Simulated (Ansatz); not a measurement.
C3H9Cl2O3Ta (`C[O][Ta]([Cl])([Cl])([O]C)[O]C`), relaxed with RKS PBE0-D4/def2-TZVP in the Gaussian-basis code of Ansatz from a PBE-D4/def2-SVP geometry. The force threshold is 0.005 eV/Å; the program also tests the step.

The species carries charge 0 and has multiplicity 1. Ta: def2 effective core potential.

Start:

```xyz
18

C     2.318   -1.073   -1.109
O     1.124   -0.557   -0.597
Ta    0.003   -0.055    0.863
Cl    1.678   -1.068    2.211
Cl   -1.082    0.585    2.894
O    -1.459   -1.085    0.266
C    -1.932   -1.866   -0.804
O    -0.046    1.760    0.332
C    -0.498    3.049    0.674
H     2.112   -1.906   -1.816
H     2.881   -0.281   -1.650
H     2.947   -1.457   -0.272
H    -2.791   -1.357   -1.293
H    -1.130   -2.028   -1.560
H    -2.274   -2.851   -0.422
H     0.360    3.755    0.686
H    -1.236    3.400   -0.079
H    -0.976    3.035    1.678
```

```json
{"step": "1", "energy (eV)": "-35989.1171", "largest force (eV/Å)": "0.701", "largest move (Å)": "0.000"}
{"step": "2", "energy (eV)": "-35989.1982", "largest force (eV/Å)": "0.269", "largest move (Å)": "0.065"}
{"step": "3", "energy (eV)": "-35989.2113", "largest force (eV/Å)": "0.114", "largest move (Å)": "0.050"}
{"step": "4", "energy (eV)": "-35989.2134", "largest force (eV/Å)": "0.085", "largest move (Å)": "0.028"}
{"step": "5", "energy (eV)": "-35989.2137", "largest force (eV/Å)": "0.045", "largest move (Å)": "0.012"}
{"step": "6", "energy (eV)": "-35989.2139", "largest force (eV/Å)": "0.016", "largest move (Å)": "0.005"}
{"step": "7", "energy (eV)": "-35989.2140", "largest force (eV/Å)": "0.009", "largest move (Å)": "0.009"}
{"step": "8", "energy (eV)": "-35989.2141", "largest force (eV/Å)": "0.012", "largest move (Å)": "0.013"}
{"step": "9", "energy (eV)": "-35989.2141", "largest force (eV/Å)": "0.013", "largest move (Å)": "0.021"}
{"step": "10", "energy (eV)": "-35989.2142", "largest force (eV/Å)": "0.008", "largest move (Å)": "0.016"}
{"step": "11 (rejected)", "energy (eV)": "-35989.2141", "largest force (eV/Å)": "0.019", "largest move (Å)": "0.015"}
{"step": "12", "energy (eV)": "-35989.2142", "largest force (eV/Å)": "0.004", "largest move (Å)": "0.007"}
```

End:

```xyz
18

C     2.269   -1.083   -1.110
O     1.098   -0.554   -0.575
Ta    0.002   -0.048    0.865
Cl    1.652   -1.041    2.221
Cl   -1.111    0.556    2.876
O    -1.454   -1.046    0.266
C    -1.879   -1.841   -0.805
O    -0.028    1.747    0.353
C    -0.489    3.031    0.671
H     2.034   -1.903   -1.794
H     2.811   -0.308   -1.659
H     2.903   -1.462   -0.301
H    -2.755   -1.385   -1.272
H    -1.082   -1.938   -1.550
H    -2.149   -2.832   -0.434
H     0.356    3.724    0.684
H    -1.205    3.358   -0.088
H    -0.974    3.026    1.651
```

Run time 39 s (4 threads of an AMD EPYC 7R13 on a shared host and a share of an NVIDIA H100 80 GB); peak host memory 1.1 GiB.
